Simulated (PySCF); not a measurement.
## Relaxation of singlet PdCl₂

All numbers come from PySCF, PBE, basis Pd def2-TZVP with ECP28, Cl def2-TZVP (scalar-relativistic core potentials, no spin–orbit coupling, density fitting). A (50,194) grid was used.

A hand-made bent start, of C2v symmetry, held to at least that symmetry:

Coordinates in bohr (charge 0 multiplicity 1):
```
Pd    0.0000    0.0000   -0.9441
Cl    3.3900    0.0000    1.4296
Cl   -3.3900    0.0000    1.4296
```

Problem. What does it relax to?

Solution. It ends at C2v with Pd–Cl 2.179 Å (×2); Cl–Pd–Cl 101.6° (after a last refinement on a finer grid). A frequency run shows a minimum. Other isomers or separated fragments may lie lower.

Problem. How much energy is released, and in how many steps?

Solution. 2.7 kJ/mol in 5 steps.

At this level a triplet minimum of D∞h symmetry lies 20 kJ/mol below this structure.

The relaxation took about 30 core-seconds on a shared host.
